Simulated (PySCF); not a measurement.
C₃H₇BO₃, SMILES C1C[C@@H](O)B(O)O1.

The structure is a stationary point at B3LYP-D3(BJ)/def2-SVP. The structure was generated by enumeration; whether it is a known compound was not checked. Other conformers were not sampled.

All values below come from M06-2X/def2-TZVP in PySCF.

Computed frontier levels, gap, dipole moment and polarisability:
```
Property                                                                                                       Result
---------------------------------------------------------------------------------------------  ----------------------
highest occupied level                                                                                       -9.07 eV
lowest empty level                                                                                            1.27 eV
orbital gap                                                                                                  10.35 eV
dipole moment                                                                                                  1.64 D
quadrupole, principal values (traceless, Buckingham form, about the centre of nuclear charge)   -7.42, 0.25, 7.17 D·Å
mean static polarisability                                                                       56.1 bohr³ (8.31 Å³)
polarisability, principal values                                                               47.1, 56.5, 64.6 bohr³
```
